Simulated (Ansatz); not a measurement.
`C[SiH](C)[SiH3]` + H₂O → `C[SiH](O)[SiH3]` + CH₄ at 600 K and 1 bar (formal hydrolysis of the Si–C bond).

Isolated molecules relaxed with PBE0-D4/def2-TZVP in Ansatz; ΔE leaves out vibrations. CBS: MP2 limit from def2 TZ/QZ plus the TZ coupled-cluster correction, frozen cores. This one scheme is used for every species. Each species was taken in one conformer, which may not be the lowest.

| species | CCSD(T)/CBS energy (Eh) | H − E (kJ/mol) | S (J/(mol·K)) |
| --- | --- | --- | --- |
| `C[SiH](C)[SiH3]` | -660.29548 | 356.3 | 481.3 |
| H₂O | -76.37941 | 76.8 | 212.8 |
| `C[SiH](O)[SiH3]` | -696.24702 | 291.6 | 466.7 |
| CH₄ | -40.46206 | 140.4 | 215.7 |

H − E and S are ideal-gas, rigid-rotor, harmonic terms from PBE0-D4/def2-TZVP, for one conformer and one mirror image of each species. 1 Eh = 2625.50 kJ/mol, R = 8.31446 J/(mol·K).

By hand: ΔE, ΔH, ΔS and ΔG.

ΔE = (-696.24702) + (-40.46206) − (-660.29548) − (-76.37941) = -0.03419 Eh = -89.8 kJ/mol. Δ(H − E) = 291.6 + 140.4 − 356.3 − 76.8 = -1.1, so ΔH = -90.9 kJ/mol. ΔS = 466.7 + 215.7 − 481.3 − 212.8 = -11.7 J/(mol·K). ΔG = -90.9 − 600 × (-11.7)/1000 = -83.9 kJ/mol.

By hand: the equilibrium constant, and the temperature at which ΔG would vanish if ΔH and ΔS stayed fixed.

log₁₀ K = −ΔG/(RT ln 10) = 7.3. ΔG = 0 at ΔH/ΔS = 7769 K, far beyond where these terms or the molecules hold.

The number of gas molecules stays the same, so ΔS is small and ΔH decides. A doubt of 5 kJ/mol in ΔE shifts log₁₀ K by 0.4 here. Other conformers and mirror images would add mixing entropy, several J/(mol·K) or more a flexible species. These are equilibria of isolated gas molecules and say nothing of rates. Largest T1 diagnostic: 0.012 (customary marks: 0.02 for closed shells, 0.045 for open ones).
